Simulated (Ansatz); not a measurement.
Born–Oppenheimer molecular dynamics of HSTe (3 atoms, charge 0, multiplicity 2). It starts from a relaxed structure.

Theory: UKS B3LYP-D4/def2-SVP in Ansatz.

| Quantity | Value |
| --- | --- |
| ensemble | NVE (velocity Verlet) |
| time step | 0.5 fs |
| steps asked | 250 |
| starting velocities drawn for | 300 K |
| masses | H 3.016 u |
| seed | 15213 |

First frame:

```xyz
3
Properties=species:S:1:pos:R:3
S 1.480 0.319 0.848
Te -0.546 0.641 -0.229
H -0.934 -0.960 -0.619
```

Q: How far do the bonds stretch over the last three quarters of this one trajectory? (Pairs bonded in most of those frames.)

A: 
```
  bond  mean (Å)  spread (Å)  shortest  longest
S1–Te2     2.322       0.031      2.27     2.36
Te2–H3     1.691       0.039      1.64     1.75
```

Mean temperature of the second half: 144 K. The conserved energy stayed within 0.024 meV per atom of its start (net change 0.0097 meV per atom), so the integration is sound. The temperature averaged 0.48 of the 300 K drawn at the start: a run that starts near a minimum puts about half its kinetic energy into the potential. A run of 0.12 ps of so small a system gives no equilibrium averages.

Run time: 7.4 min on 1 thread of Arm Neoverse V2, with other jobs on the host, peak memory 0.12 GiB.
